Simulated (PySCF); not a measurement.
Trends in electronic spectra. Method used: PySCF 2.14.0, density-fitted response routines, TDDFT CAM-B3LYP/def2-SVPD, vertical, gas phase, core orbitals frozen in the response. Geometries: PBE0-D3(BJ)/def2-SVP; one conformer of each isolated species. Triplets are in the Tamm–Dancoff approximation. Relativistic effects are left out although some hold elements past zinc.

Question: Rank by computed lowest singlet excitation energy, highest first.
A. `Br[Si](Br)(Br)Br`
B. `C=CC[As](C)C`
C. `CNC1=CC=C(F)C=C1`
D. `c1(F)cc(C)c(N)cc1`
E. `NCc1ccc(F)cc1`
F. `C[As]1CCCC1`

Answer: F (6.22 eV), B (5.94 eV), A (5.79 eV), E (5.27 eV), D (4.75 eV), C (4.55 eV).

| SMILES | S1 (eV) | α (au) | f (S1) | T1 (eV) | LUMO (eV) | S1 mainly |
| --- | --- | --- | --- | --- | --- | --- |
| C[As]1CCCC1 | 6.22 | 89.4 | 0.085 | 5.17 | 1.38 | H→L+1 (68%) |
| C=CC[As](C)C | 5.94 | 97.2 | 0.184 | 4.15 | 1.01 | H→L (94%) |
| Br[Si](Br)(Br)Br | 5.79 | 108.0 | 0.000 | 5.40 | -0.96 | H-2/H-1/H→L (≥93%) |
| NCc1ccc(F)cc1 | 5.27 | 89.4 | 0.017 | 4.03 | 0.38 | H→L (67%) |
| Cc1cc(F)ccc1N | 4.75 | 91.0 | 0.065 | – | 0.74 | H→L (89%) |
| CNc1ccc(F)cc1 | 4.55 | 91.9 | 0.055 | – | 0.67 | H→L (93%) |

H and L stand for HOMO and LUMO; a dash means that no computed state gives the value. A slash joins orbitals within 0.01 eV of each other, whose weights are summed (≥ marks a lower bound).

Mean S1 by what the SMILES shows (count): single bonds only 6.01 eV (2); an aromatic ring 4.86 eV (3).

- `C[As]1CCCC1`: Löwdin shares by element: HOMO arsenic 60%, carbon 28% or more; LUMO carbon 31% or more, hydrogen 7% or more (atoms not listed hold the other 62%).
- `C=CC[As](C)C`: Löwdin shares by element: HOMO arsenic 52%, carbon 28% or more (atoms not listed hold the other 20%); LUMO carbon 50% or more, arsenic 14% (atoms not listed hold the other 36%).
- `Br[Si](Br)(Br)Br`: Löwdin shares by element: HOMO (one of a set within 0.03 eV) bromine 100%; LUMO bromine 80% (atoms not listed hold the other 20%).
- `NCc1ccc(F)cc1`: Löwdin shares by element: HOMO carbon 38% or more, nitrogen 26% (atoms not listed hold the other 36%); LUMO carbon 71% or more (atoms not listed hold the other 29%).
- `Cc1cc(F)ccc1N`: Löwdin shares by element: HOMO carbon 41% or more, nitrogen 22% (atoms not listed hold the other 36%); LUMO carbon 70% or more (atoms not listed hold the other 30%).
- `CNc1ccc(F)cc1`: Löwdin shares by element: HOMO carbon 36% or more, nitrogen 27% (atoms not listed hold the other 38%); LUMO carbon 71% or more (atoms not listed hold the other 29%).
